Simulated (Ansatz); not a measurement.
```yaml
crystal:
  periodic: [false, false, false]
  atoms:
    - {symbol: C, position_ang: [-0.491472, 1.149465, 0.760487]}
    - {symbol: B, position_ang: [0.357544, 0.340866, -0.342355]}
    - {symbol: Al, position_ang: [0.633192, -1.488576, -0.659173]}
    - {symbol: F, position_ang: [-0.504815, -2.218763, -1.809887]}
    - {symbol: H, position_ang: [-1.492061, 1.185697, 0.324263]}
    - {symbol: H, position_ang: [-0.848859, 0.257880, 1.487978]}
    - {symbol: H, position_ang: [-0.165193, 1.946338, 1.240112]}
    - {symbol: H, position_ang: [1.036253, 1.217510, -0.896346]}
    - {symbol: H, position_ang: [1.737289, -2.588665, -0.133872]}
basis:
  gaussian: {orbitals: def2-mTZVPP, fitting: {mean_field: cc-pVTZ-jkfit}}
hamiltonian: {xc: {name: BHLYP}}
scf: {lower_state_search: off}
relax: {f_tol: 0.001, max_steps: 2}
```

```sh
$ ansatz run in.yaml --threads 2 --pin off --events-out ev --progress --plain --max-ram 4352MiB
```

Shortened log:

```
Functional definition: BHLYP
  name "BHLYP"
  cite "Becke, J. Chem. Phys. 98, 1372 (1993) doi:10.1063/1.464304"
  cite "Becke, Phys. Rev. A 38, 3098 (1988) doi:10.1103/PhysRevA.38.3098"
  cite "Lee, Yang & Parr, Phys. Rev. B 37, 785 (1988) doi:10.1103/PhysRevB.37.785"
  parameter a = 0.5
  exchange = (1 - a)*b88_x + a*exact_x
  correlation = lyp_c
these checks for a lower state are left out or cut short: stability, starts, cluster_reference, orbital_swaps, neighbouring_geometries, increment
508 factors; integrals over basis functions are off by at most 2.6e-1 eV
mean field evaluation 1: about -11103.0150 eV, gradient 5.1e1 eV
mean field evaluation 2: about -11102.1843 eV, gradient 6.0e1 eV
mean field evaluation 4: about -11108.0217 eV, gradient 1.9e0 eV
mean field evaluation 8: about -11108.0293 eV, gradient 7.4e-2 eV
mean field evaluation 16: about -11108.0293 eV, gradient 1.1e-5 eV
mean field -11108.02929318 eV, -408.2125472316 hartree, gradient 3.3e-6 eV, S^2 0.000000; 0 other end points of the search recorded, 0 dependent functions left out
the calculation of the forces begins
reference -11108.02948038 eV, -408.2125541111 hartree; 19, 19 occupied and 90, 90 virtual orbitals, 508 factors
relax step   1: F+E_penalty+E_count = -11108.02929318 eV  Δ(F+E_penalty+E_count) = +0.000e0 eV  max|allowed force component| = 8.712e0 eV/Å  Δτ_max = 0.0000 Å  (15 SCF iters, accepted)
these checks for a lower state are left out or cut short: stability, starts, cluster_reference, orbital_swaps, neighbouring_geometries, increment
508 factors; integrals over basis functions are off by at most 2.5e-1 eV
mean field -11109.28837795 eV, -408.2588177436 hartree, gradient 1.9e-6 eV, S^2 0.000000; 0 other end points of the search recorded, 0 dependent functions left out
the calculation of the forces begins
reference -11109.28856667 eV, -408.2588246788 hartree; 19, 19 occupied and 90, 90 virtual orbitals, 508 factors
relax step   2: F+E_penalty+E_count = -11109.28837795 eV  Δ(F+E_penalty+E_count) = -1.259e0 eV  max|allowed force component| = 2.360e0 eV/Å  Δτ_max = 0.1943 Å  (20 SCF iters, accepted)
Error: geometry relaxation did not converge after 2 steps: max|allowed force component| = 2.36e0 eV/Å (threshold 1.0e-3). Raise `relax.max_steps` over both its present limit and 2, loosen `relax.f_tol`, or start from a geometry closer to equilibrium. Where this run's directory can be resumed (`checkpoint.write`), a resume goes on for up to `relax.max_steps` more
```

(1) Something in this input is off. What?

## Answers

(1) The relaxation is allowed too few steps for its threshold. The calculation stopped without meeting its thresholds.
